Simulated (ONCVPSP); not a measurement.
Which change was made? (As, ONCV)

As (Z = 33), optimised norm-conserving Vanderbilt (ONCV), made with ONCVPSP 4.0.1 (PBEsol, scalar-relativistic). Core [Ar] 3d10, reference 4s1.5 4p3.5. Waves: 4s: rc 1.75 bohr, ncon 4, nbas 7, qcut 3.5 1/bohr, 1 projector; 4p: rc 1.90 bohr, ncon 4, nbas 7, qcut 4.2 1/bohr, 2 projectors, debl 2.1 Ha; d scattering state at 0.18 Ha: rc 1.75 bohr, ncon 4, nbas 7, qcut 5.1 1/bohr, 2 projectors, debl 1.9 Ha. Local part: polynomial inside 1.10 bohr (lpopt 5, dvloc0 1 Ha). Core correction: Teter function, fcfact 3.25, rcfact 1.25.

Cutoffs, loose and tight: the cutoffs (Ha) at which the residual kinetic energy of the hardest occupied pseudo-wave falls to 1 and 0.1 mHa per electron. They do not see the model core or the augmentation charge, which bear on the density cutoff. Test errors are all-electron minus pseudo excitation energies from the reference, over the configurations 4s2 4p3; 4s2 4p2; 4s2 4p1; 4s1 4p0; variants that change the core or the reference have their own tests. The largest error is taken over the tests solved by every variant that gives reliable tests at all, those not shown here included: 4s2 4p1; 4s2 4p2; 4s2 4p3.

The base gives: outcome: generated; cutoff, loose: 29 Ha; cutoff, tight: 38 Ha; bound ghosts: s, d; GHOST(+) flags above zero: none; largest test error (meV): -38.

**Question.** After one change the result is: outcome: generated; cutoff, loose: 29 Ha; cutoff, tight: 38 Ha; bound ghosts: d; GHOST(+) flags above zero: none; largest test error (meV): -15. Which change was it?
A. reference 4s2 4p1
B. local potential polynomial inside 1.25 bohr (lpopt 3, dvloc0 4 Ha)
C. s: qcut 2.4; p: qcut 2.8; d: qcut 3.4

**Answer.** B. The others give: reference 4s2 4p1 → outcome: generated; cutoff, loose: 30 Ha; cutoff, tight: 39 Ha; bound ghosts: s; GHOST(+) flags above zero: d; largest test error (meV): -56 | s: qcut 2.4; p: qcut 2.8; d: qcut 3.4 → outcome: generated; cutoff, loose: 35 Ha; cutoff, tight: 42 Ha; bound ghosts: s, d; GHOST(+) flags above zero: d; largest test error (meV): -48.
